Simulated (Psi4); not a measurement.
Input file for Psi4: SAPT0/jun-cc-pV(D+d)Z on CH4O2 (a complex), monomers drawn apart or pushed together.

```
memory 1800 MB

molecule dimer {
0 1
O     0.27470414   -0.11455422    0.53960396
H    -0.46269598   -0.44100008    1.07826482
H    -0.04261553   -0.11150345   -0.36776118
--
0 1
C    -0.89037016   -0.56201398    5.05942413
O    -1.76930538   -0.98611155    4.35402950
H     0.02982722   -0.12453187    4.63685147
H    -0.97288040   -0.59517509    6.16050775
units angstrom
symmetry c1
no_reorient
no_com
}

set {
  basis jun-cc-pV(D+d)Z
  scf_type df
  freeze_core true
}

energy('sapt0')
```

It printed:

```
[...]
==> Input File <==

--------------------------------------------------------------------------
memory 1800 MB

molecule dimer {
0 1
O     0.27470414   -0.11455422    0.53960396
H    -0.46269598   -0.44100008    1.07826482
H    -0.04261553   -0.11150345   -0.36776118
--
0 1
C    -0.89037016   -0.56201398    5.05942413
O    -1.76930538   -0.98611155    4.35402950
H     0.02982722   -0.12453187    4.63685147
H    -0.97288040   -0.59517509    6.16050775
units angstrom
symmetry c1
no_reorient
no_com
}

set {
  basis jun-cc-pV(D+d)Z
  scf_type df
  freeze_core true
}

energy('sapt0')
--------------------------------------------------------------------------


   => Loading Basis Set <=

    Name: JUN-CC-PV(D+D)Z
    Role: ORBITAL
    Keyword: BASIS
    atoms 1, 5     entry O          line   256 file jun-cc-pv_dpd_z.gbs
    atoms 2-3, 6-7 entry H          line    60 file jun-cc-pv_dpd_z.gbs
    atoms 4        entry C          line   188 file jun-cc-pv_dpd_z.gbs

   => Loading Basis Set <=

    Name: JUN-CC-PV(D+D)Z
    Role: ORBITAL
    Keyword: BASIS
    atoms 1, 5     entry O          line   256 file jun-cc-pv_dpd_z.gbs
    atoms 2-3, 6-7 entry H          line    60 file jun-cc-pv_dpd_z.gbs
    atoms 4        entry C          line   188 file jun-cc-pv_dpd_z.gbs


  //>>>>>>>>>>>>>>>>>>>>>>>>>>>>>>>>>>>//
  //              Dimer HF             //
  //<<<<<<<<<<<<<<<<<<<<<<<<<<<<<<<<<<<//

   => Libint2 <=

    Primary   basis highest AM E, G, H:  7, 6, 3
    Auxiliary basis highest AM E, G, H:  7, 7, 4
    Onebody   basis highest AM E, G, H:  -, -, -
    Solid Harmonics ordering:            Gaussian


   => Loading Basis Set <=

    Name: JUN-CC-PV(D+D)Z
    Role: ORBITAL
    Keyword: BASIS
    atoms 1, 5     entry O          line   256 file jun-cc-pv_dpd_z.gbs
    atoms 2-3, 6-7 entry H          line    60 file jun-cc-pv_dpd_z.gbs
    atoms 4        entry C          line   188 file jun-cc-pv_dpd_z.gbs


         ---------------------------------------------------------
                                   SCF
               by Justin Turney, Rob Parrish, Andy Simmonett
                          and Daniel G. A. Smith
                              RHF Reference
                        1 Threads,   1716 MiB Core
         ---------------------------------------------------------

  ==> Geometry <==

    Molecular point group: c1
    Full point group: C1

    Geometry (in Angstrom), charge = 0, multiplicity = 1:

       Center              X                  Y                   Z               Mass
    ------------   -----------------  -----------------  -----------------  -----------------
         O            0.274704140000    -0.114554220000     0.539603960000    15.994914619570
         H           -0.462695980000    -0.441000080000     1.078264820000     1.007825032230
         H           -0.042615530000    -0.111503450000    -0.367761180000     1.007825032230
         C           -0.890370160000    -0.562013980000     5.059424130000    12.000000000000
         O           -1.769305380000    -0.986111550000     4.354029500000    15.994914619570
         H            0.029827220000    -0.124531870000     4.636851470000     1.007825032230
         H           -0.972880400000    -0.595175090000     6.160507750000     1.007825032230

  Running in c1 symmetry.

  Rotational constants: A =      1.14474  B =      0.02265  C =      0.02225 [cm^-1]
  Rotational constants: A =  34318.56438  B =    678.98027  C =    666.97995 [MHz]
  Nuclear repulsion =   59.118856302480410

  Charge       = 0
  Multiplicity = 1
  Electrons    = 26
  Nalpha       = 13
  Nbeta        = 13

  ==> Algorithm <==

  SCF Algorithm Type is DF.
  DIIS enabled.
  MOM disabled.
  Fractional occupation disabled.
  Guess Type is SAD.
  Energy threshold   = 1.00e-08
  Density threshold  = 1.00e-08
  Integral threshold = 1.00e-12

  ==> Primary Basis <==

  Basis Set: JUN-CC-PV(D+D)Z
    Blend: JUN-CC-PV(D+D)Z
    Number of shells: 36
    Number of basis functions: 74
    Number of Cartesian functions: 77
    Spherical Harmonics?: true
    Max angular momentum: 2

   => Loading Basis Set <=

    Name: (JUN-CC-PV(D+D)Z AUX)
    Role: JKFIT
    Keyword: DF_BASIS_SCF
    atoms 1, 5     entry O          line   258 file jun-cc-pvdz-jkfit.gbs
    atoms 2-3, 6-7 entry H          line    70 file jun-cc-pvdz-jkfit.gbs
    atoms 4        entry C          line   146 file jun-cc-pvdz-jkfit.gbs

  ==> Integral Setup <==

  DFHelper Memory: AOs need 0.014 GiB; user supplied 1.257 GiB.
  SCF_SUBTYPE=INCORE selected. In-core MEM_DF algorithm will be used.
  Using in-core AOs.

  ==> MemDFJK: Density-Fitted J/K Matrices <==

    J tasked:                   Yes
    K tasked:                   Yes
    wK tasked:                   No
    OpenMP threads:               1
    Algorithm:                 Core
    Schwarz Cutoff:           1E-12
    Mask sparsity (%):       9.9708
    Fitting Condition:        1E-10

   => Auxiliary Basis Set <=

  Basis Set: (JUN-CC-PV(D
[...]
    5.013536    71A      5.457160
      72A      6.496147    73A      6.976723    74A     33.510983

    Final Occupation by Irrep:
              A
    DOCC [     8 ]
    NA   [     8 ]
    NB   [     8 ]

  @DF-RHF Final Energy:  -113.88269307038512

   => Energetics <=

    Nuclear Repulsion Energy =             31.3324840751789715
    One-Electron Energy =                -217.3138164800205914
    Two-Electron Energy =                  72.0986393344565073
    Total Energy =                       -113.8826930703851161

Computation Completed


Properties will be evaluated at   0.000000,   0.000000,   0.000000 [a0]

Properties computed using the SCF density matrix


 Multipole Moments:

 ------------------------------------------------------------------------------------
     Multipole            Electronic (a.u.)      Nuclear  (a.u.)        Total (a.u.)
 ------------------------------------------------------------------------------------

 L = 1.  Multiply by 2.5417464519 to convert [e a0] to [Debye]
 Dipole X            :         39.4673025          -38.6254676            0.8418350
 Dipole Y            :         23.0463307          -22.6402101            0.4061206
 Dipole Z            :       -142.9196228          143.5929939            0.6733711
 Magnitude           :                                                    1.1519760

 ------------------------------------------------------------------------------------

  Constructing Basis Sets for SAPT...

   => Loading Basis Set <=

    Name: (JUN-CC-PV(D+D)Z AUX)
    Role: RIFIT
    Keyword: DF_BASIS_SAPT
    atoms 1, 5     entry O          line   188 file jun-cc-pvdz-ri.gbs
    atoms 2-3, 6-7 entry H          line    30 file jun-cc-pvdz-ri.gbs
    atoms 4        entry C          line   100 file jun-cc-pvdz-ri.gbs

   => Loading Basis Set <=

    Name: (JUN-CC-PV(D+D)Z AUX)
    Role: JKFIT
    Keyword: DF_BASIS_ELST
    atoms 1, 5     entry O          line   258 file jun-cc-pvdz-jkfit.gbs
    atoms 2-3, 6-7 entry H          line    70 file jun-cc-pvdz-jkfit.gbs
    atoms 4        entry C          line   146 file jun-cc-pvdz-jkfit.gbs


  //>>>>>>>>>>>>>>>>>>>>>>>>>>>>>>>>>>>//
  //               SAPT0               //
  //<<<<<<<<<<<<<<<<<<<<<<<<<<<<<<<<<<<//



        SAPT0
    Ed Hohenstein
     6 June 2009

      Orbital Information
  --------------------------
    NSO        =        74
    NMO        =        74
    NRI        =       251
    NRI (Elst) =       329
    NOCC A     =         5
    NOCC B     =         8
    FOCC A     =         1
    FOCC B     =         2
    NVIR A     =        69
    NVIR B     =        66

    Elst10,r            =    -0.002279257089 [Eh]
    Exch10              =     0.000024161989 [Eh]
    Exch10 (S^2)        =     0.000024161521 [Eh]

    Maxiter = 50
    CPHF R converge = 1.000000E-08

    Iter     Energy [mEh]          dE [mEh]         Residual      Time [s]
       1      -0.02005779       0.020057794     1.207704e-03             0
       2      -0.02347747       0.003419674     6.451152e-04             0
       3      -0.02603656       0.002559097     1.192388e-04             0
       4      -0.02602687      -0.000009695     3.118747e-05             0
       5      -0.02597295      -0.000053915     4.979247e-06             0
       6      -0.02598357       0.000010614     8.065869e-07             0
       7      -0.02598299      -0.000000580     1.644268e-07             0
       8      -0.02598291      -0.000000077     4.171952e-08             0
       9      -0.02598295       0.000000037     6.122278e-09             0

    CHF Iterations converged

    Maxiter = 50
    CPHF R converge = 1.000000E-08

    Iter     Energy [mEh]          dE [mEh]         Residual      Time [s]
       1      -0.03778961       0.037789608     2.297053e-03             0
       2      -0.03975593       0.001966319     8.684139e-04             0
       3      -0.04839493       0.008639006     1.959560e-04             0
       4      -0.04799764      -0.000397295     7.608764e-05             0
       5      -0.04797255      -0.000025087     2.103839e-05             0
       6      -0.04800925       0.000036700     5.078502e-06             0
       7      -0.04801016       0.000000909     1.228475e-06             0
       8      -0.04800830      -0.000001858     1.990044e-07             0
       9      -0.04800862       0.000000315     5.749898e-08             0
      10      -0.04800854      -0.000000074     3.395018e-08             0
      11      -0.04800857       0.000000023     7.848459e-09             0

    CHF Iterations converged

    Ind20,r (A<-B)      =    -0.000025982947 [Eh]
    Ind20,r (B<-A)      =    -0.000048008565 [Eh]
    Ind20,r             =    -0.000073991512 [Eh]
    Exch-Ind20,r (A<-B) =     0.000000617962 [Eh]
    Exch-Ind20,r (B<-A) =     0.000002354183 [Eh]
    Exch-Ind20,r        =     0.000002972145 [Eh]
    Disp20              =    -0.000159260819 [Eh]
    Disp20 (SS)         =    -0.000079630409 [Eh]
    Disp20 (OS)         =    -0.000079630409 [Eh]
    Exch-Disp20         =     0.000001519629 [Eh]
    Exch-Disp20 (SS)    =     0.000000884397 [Eh]
    Exch-Disp20 (OS)    =     0.000000635232 [Eh]

    SAPT Results
  --------------------------------------------------------------------------------------------------------
    Electrostatics                 -2.27925709 [mEh]      -1.43025542 [kcal/mol]      -5.98418866 [kJ/mol]
      Elst10,r                     -2.27925709 [mEh]      -1.43025542 [kcal/mol]      -5.98418866 [kJ/mol]

    Exchange                        0.02416199 [mEh]       0.01516188 [kcal/mol]       0.06343729 [kJ/mol]
      Exch10                        0.02416199 [mEh]       0.01516188 [kcal/mol]       0.06343729 [kJ/mol]
      Exch10(S^2)                   0.02416152 [mEh]       0.01516158 [kcal/mol]       0.06343607 [kJ/mol]

    Induction                      -0.07493016 [mEh]      -0.04701938 [kcal/mol]      -0.19672910 [kJ/mol]
      Ind20,r                      -0.07399151 [mEh]      -0.04643037 [kcal/mol]      -0.19426469 [kJ/mol]
      Exch-Ind20,r                  0.00297214 [mEh]       0.00186505 [kcal/mol]       0.00780337 [kJ/mol]
      delta HF,r (2)               -0.00391079 [mEh]      -0.00245406 [kcal/mol]      -0.01026777 [kJ/mol]

    Dispersion                     -0.15774119 [mEh]      -0.09898409 [kcal/mol]      -0.41414944 [kJ/mol]
      Disp20                       -0.15926082 [mEh]      -0.09993767 [kcal/mol]      -0.41813922 [kJ/mol]
      Exch-Disp20                   0.00151963 [mEh]       0.00095358 [kcal/mol]       0.00398979 [kJ/mol]
      Disp20 (SS)                  -0.07963041 [mEh]      -0.04996884 [kcal/mol]      -0.20906961 [kJ/mol]
      Disp20 (OS)                  -0.07963041 [mEh]      -0.04996884 [kcal/mol]      -0.20906961 [kJ/mol]
      Exch-Disp20 (SS)              0.00088440 [mEh]       0.00055497 [kcal/mol]       0.00232198 [kJ/mol]
      Exch-Disp20 (OS)              0.00063523 [mEh]       0.00039861 [kcal/mol]       0.00166780 [kJ/mol]

  Total HF                         -2.33002526 [mEh]      -1.46211292 [kcal/mol]      -6.11748047 [kJ/mol]
  Total SAPT0                      -2.48776644 [mEh]      -1.56109701 [kcal/mol]      -6.53162990 [kJ/mol]

  Special recipe for scaled SAPT0 (see Manual):
    Electrostatics sSAPT0          -2.27925709 [mEh]      -1.43025542 [kcal/mol]      -5.98418866 [kJ/mol]
    Exchange sSAPT0                 0.02416199 [mEh]       0.01516188 [kcal/mol]       0.06343729 [kJ/mol]
    Induction sSAPT0               -0.07492998 [mEh]      -0.04701927 [kcal/mol]      -0.19672864 [kJ/mol]
    Dispersion sSAPT0              -0.15774110 [mEh]      -0.09898404 [kcal/mol]      -0.41414920 [kJ/mol]
  Total sSAPT0                     -2.48776618 [mEh]      -1.56109685 [kcal/mol]      -6.53162922 [kJ/mol]
  --------------------------------------------------------------------------------------------------------



*** Psi4 exiting successfully. Buy a developer a beer!
```

The run finished.

Cost: very roughly 8 core-seconds.
